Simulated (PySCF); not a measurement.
H₄Mo, neutral, multiplicity 3. Atoms are numbered in the order given.

```xyz
5

Mo     0.0000     0.0000     0.0000
H      0.9776     0.9776     0.9776
H     -0.9776     0.9776    -0.9776
H     -0.9776    -0.9776     0.9776
H      0.9776    -0.9776    -0.9776
```
Charge 0, spin multiplicity 3.

Geometry: B3LYP-D3(BJ)/def2-TZVPD. The spin state was assumed, not searched. The def2 effective core potentials stand for the cores of Mo; spin–orbit coupling is left out.

All values below come from PBE0/def2-TZVPD (PySCF).

Mulliken values depend strongly on the basis, most of all with diffuse functions as here. ESP charges are fitted to the potential on shells at 1.4 to 2.0 van der Waals radii. Atomic charges (e):

```csv
atom,ESP fit,Mulliken,Mulliken spin
Mo1,[?],-0.11,2.47
H2,[?],0.03,-0.12
H3,[?],0.03,-0.12
H4,[?],0.03,-0.12
H5,[?],0.03,-0.12
```

Question: Some entries are withheld; supply them. (The exact figures need the calculation; the answer reports its results.)

Answer: 
- Mo1, ESP fit: 0.69
- H2, ESP fit: -0.17
- H3, ESP fit: -0.17
- H4, ESP fit: -0.17
- H5, ESP fit: -0.17
